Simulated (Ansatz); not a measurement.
Molecule: C2H9OSi2, charge 0, multiplicity 2. It need not be the lowest isomer of its formula. SMILES: C[Si](C)O[SiH3]
Coordinates optimised at B3LYP-D3(BJ)/def2-TZVP (Ansatz, a program for electronic structure):
```
Si
O 1 1.6539
Si 2 1.6360 1 147.27
H 3 1.4790 2 108.48 1 -172.39
H 3 1.4818 4 109.44 2 120.52
H 3 1.4832 4 109.27 5 118.99
C 1 1.8774 2 107.04 3 175.87
H 7 1.0906 1 111.29 2 59.95
H 7 1.0916 8 108.33 1 -122.11
H 7 1.0950 8 108.19 9 -117.32
C 1 1.8818 2 108.94 3 55.62
H 11 1.0910 1 111.62 2 -61.07
H 11 1.0917 12 108.10 1 122.02
H 11 1.0951 12 108.14 13 117.04
```
Charge 0, spin multiplicity 2.

Computed values are from Ansatz. Cores are frozen in the correlated levels unless marked. Open shells are spin-unrestricted. Spin-orbit coupling is left out. Non-relativistic. CBS(X,Y): correlation extrapolated as X^-3; Hartree-Fock from the larger set.

atomisation energy De: 5073.7 kJ/mol at CCSD(T)/CBS(cc-pV(T+d)Z,cc-pV(Q+d)Z)
total energy: -734.8939 Eh at CCSD(T)/CBS(cc-pV(T+d)Z,cc-pV(Q+d)Z)
dipole moment: 0.86 D at CCSD(T)/aug-cc-pV(D+d)Z
T1 diagnostic: 0.012 at CCSD/cc-pV(Q+d)Z
